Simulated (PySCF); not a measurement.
**Two-component Hartree-Fock for Tm⁵⁰⁺ (thulium, charge +50)**

Start: [Ar] 3d1; 3d5/2 filled at m_j = +5/2. Calculated with PySCF 2.14 in an even-tempered Gaussian basis (15 s from 13 bohr⁻², ratio 2.8; 12 p from 17 bohr⁻², ratio 2.8; 8 d from 17 bohr⁻², ratio 2.8; 3 f from 52 bohr⁻², ratio 3): generalised Hartree-Fock with the X2C-1e Hamiltonian and a Gaussian nucleus; one run each with spin-orbit coupling (SO) screened by Boettger's factors, then bare. This is a chosen level, not necessarily the ground level.

```csv
spinor shell,electrons,"ε, screened SO (eV)","ε, bare SO (eV)",weight of nominal j (bare SO),"rms radius, bare SO (bohr)"
1s1/2,2,-63019.6,-63018.9,1.000,0.0227
2s1/2,2,-13437.5,-13437.3,1.000,0.0908
2p1/2,2,-12964.8,-12989.4,1.000,0.0772
2p3/2,4,-11967.5,-11959.2,1.000,0.0841
3s1/2,2,-5136.4,-5136.4,1.000,0.223
3p1/2,2,-4942.1,-4948.2,1.000,0.212
3d5/2,1,-4408.8,-4405.1,1.000,0.195
```

Task: Where does 3p3/2 lie, and what is the 3p spin-orbit splitting (bare SO)?

Result: At -4693.5 eV, 254.70 eV above 3p1/2.

```csv
quantity,screened SO,bare SO
E (hartree),-11225.49621,-11226.11699
M_J,5/2,5/2
⟨J²⟩,8.751,8.751
⟨L²⟩,6.041,6.044
⟨S²⟩,0.791,0.794
```

Each row is a mean over spinors that exchange with the open shell spreads, by up to 25.401 eV (3p3/2).

Breit and QED terms are absent; they matter most for the inner s and p1/2 levels.

Densities and radii are taken from the X2C orbitals without a picture-change correction, which distorts them close to the nucleus.
